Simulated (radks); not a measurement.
Task: These are the eigenvalues of the occupied orbitals of an atom or ion with whole-number occupations (hartree). All-electron calculation, scalar-relativistic Kohn-Sham, PBE, spin-polarised, spherical densities, point nucleus. Program: a radial shooting solver on a logarithmic mesh with Libxc functionals.

orbital  eigenvalue
1s down   -217.5642
1s up     -217.5636
2s up     -26.01491
2s down   -25.96526
2p up     -22.09438
2p down   -22.05649
3s up      -4.19260
3s down    -4.06367
3p up      -3.12719
3p down    -3.00063
3d up      -1.48513

Which element is it, and in what charge state? The configuration may be excited. Open shells, if any, are filled with parallel spins first.

Result: Z = 24, chromium, charge +3: Cr3+ in [Ar] 3d3. The list shows which subshells hold electrons but not how many an open one holds; the 1s level, -217.56 hartree, gives Z - s = 20.9 by -(Z - s)^2/2, which with screening and relativity narrows Z to a few neighbours, and the depths of the outer levels then fix element, charge and occupations together.
